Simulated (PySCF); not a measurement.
Bond curve of KSi

Set-up: K def2-TZVPP, Si def2-TZVPP; no relativity (PySCF 2.14). Energies in eV from K + Si in their ground configurations at the same level. State: ⁴Σ⁻ (quartet), unpaired electrons σ ↑, π ↑↑.

```csv
R (Å),PBE0
2.631,-1.254
2.753,-1.441
2.876,-1.544
2.967,-1.580
3.059,-1.589
3.151,-1.578
3.273,-1.539
3.426,-1.466
3.610,-1.356
3.854,-1.195
```

Put a parabola through the three lowest points of the PBE0 curve and estimate Re, k and ωe (reduced mass 16.28 u; 1 eV/Å² = 0.16022 mdyn/Å; ωe = 1302.8·√(k/μ) cm⁻¹).

Through R = 2.967, 3.059, 3.151 Å the second-order coefficient is 1.18 eV/Å², so Re ≈ 3.054 Å, k ≈ 0.379 mdyn/Å and ωe ≈ 199 cm⁻¹. A polynomial fit of higher order to the unrounded PBE0 energies gives Re = 3.051 Å, k = 0.398 mdyn/Å, ωe = 204 cm⁻¹; anharmonicity and rounding make the difference.

The higher-order fit for each curve: PBE0: Re = 3.051 Å, ωe = 204 cm⁻¹, De = 1.59 eV.

The state is the lowest determinant that a PBE0 search found; another state may lie lower at other levels.
